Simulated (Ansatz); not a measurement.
InMe2(OMe) (C₃H₉InO), relaxed as a singlet with RKS r2SCAN-D4/def2-SVP in Ansatz, starting from the GFN2-xTB geometry. Force threshold 0.02 eV/Å.

In the def2 sets In takes a core potential; there is no spin–orbit coupling.

Start:

```xyz
14

C     1.0685   -1.9683    0.3557
C     0.9967    1.5717   -2.0236
C    -1.8627    0.3276    1.5248
In    0.4789    0.0419   -0.4827
O    -1.1123    0.8137    0.4513
H     1.6418   -1.8187    1.2685
H     1.6670   -2.5107   -0.3699
H     0.1572   -2.5202    0.5795
H     1.0574    1.1112   -3.0064
H     1.9467    2.0394   -1.7767
H     0.1943    2.3034   -1.9910
H    -1.4539   -0.6030    1.9434
H    -2.8929    0.1345    1.2029
H    -1.8868    1.0775    2.3242
```

Q: Estimate the energy that the relaxation releases and the steps that it takes.

A: 2.9 kcal/mol, in 5 steps; 8.5 s on 4 threads of Arm Neoverse V2 on a shared host. No frequencies were taken in this run, so the end may be a saddle point.

Q: Does the start keep its bonding?

A: By distances, no bond broke or formed. The bond that changes most is C1–In4, from 2.26 to 2.16 Å (atoms count from 1).

Q: Predict the relaxed structure.

A: 
```xyz
14

C     1.0349   -1.8357    0.3152
C     1.0258    1.4856   -1.9989
C    -1.8647    0.2944    1.5297
In    0.4346    0.0846   -0.4770
O    -1.1772    0.8674    0.4626
H     1.6316   -1.6846    1.2283
H     1.6425   -2.3856   -0.4177
H     0.1455   -2.4292    0.5743
H     1.0814    1.0002   -2.9844
H     2.0121    1.9134   -1.7644
H     0.2781    2.2913   -2.0257
H    -1.4562   -0.6855    1.8658
H    -2.9316    0.1225    1.2749
H    -1.8566    0.9613    2.4174
```
Bond lengths: 2 × C–In 2.15 to 2.16 Å; 1 × C–O 1.39 Å; 1 × In–O 2.02 Å; 9 × C–H 1.10 to 1.11 Å.
